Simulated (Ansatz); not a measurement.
The same redistribution along the group B, Al, Ga, In.

Program: Ansatz. Geometries: PBE0-D4/def2-TZVP. ΔE: electronic, gas phase. CCSD(T)/CBS is the MP2 limit (def2-TZVPP, def2-QZVPP) plus CCSD(T) − MP2 in def2-TZVPP, frozen cores. DFT in def2-TZVPP. def2 core potentials past Kr. For Ga, I, In, Ti outer-core shells are correlated without core-valence functions, which leaves a few kJ/mol of doubt a bond. Scalar relativity is left out up to krypton.

```
                                                                                       reaction  CCSD(T)/CBS(def2) (kJ/mol)
                  `ClB(Cl)I` + `C#[C][Ti]([F])([F])[F]` → `C#CB(Cl)Cl` + `[F][Ti]([F])([F])[I]`                        -100
`[Cl][Al]([Cl])[I]` + `C#[C][Ti]([F])([F])[F]` → `C#[C][Al]([Cl])[Cl]` + `[F][Ti]([F])([F])[I]`                           ?
`[Cl][Ga]([Cl])[I]` + `C#[C][Ti]([F])([F])[F]` → `C#[C][Ga]([Cl])[Cl]` + `[F][Ti]([F])([F])[I]`                         -20
`[Cl][In]([Cl])[I]` + `C#[C][Ti]([F])([F])[F]` → `C#[C][In]([Cl])[Cl]` + `[F][Ti]([F])([F])[I]`                           8
```

Q: Fill in the missing values. (Best estimate.)

A: Ansatz gave: `[Cl][Al]([Cl])[I]` + `C#[C][Ti]([F])([F])[F]` → `C#[C][Al]([Cl])[Cl]` + `[F][Ti]([F])([F])[I]`: -23.0 kJ/mol.

Largest T1 diagnostic: 0.023, for `C#[C][Ti]([F])([F])[F]`.
